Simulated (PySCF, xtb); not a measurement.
Ti(Cl)3(NH2) (Cl₃H₂NTi), SMILES [NH2][Ti]([Cl])([Cl])[Cl], multiplicity 1.

GFN2-xTB run with xtb 6.7.1 at its own geometry gives an orbital gap of 2.58 eV and a dipole moment of 3.71 D.

Geometry: B3LYP-D3(BJ)/def2-SVP. The spin state was assumed, not searched. The isomer is the one that the SMILES or the coordinates give; other isomers of the formula were not compared. One conformer was computed; it need not be the lowest.

**Question.** What does PBE/def2-TZVP (PySCF) give? (An estimate is asked for; the answer gives what the named calculation found.)

**Answer.** gap 3.01 eV (levels -7.13 and -4.12 eV), dipole 3.00 D.
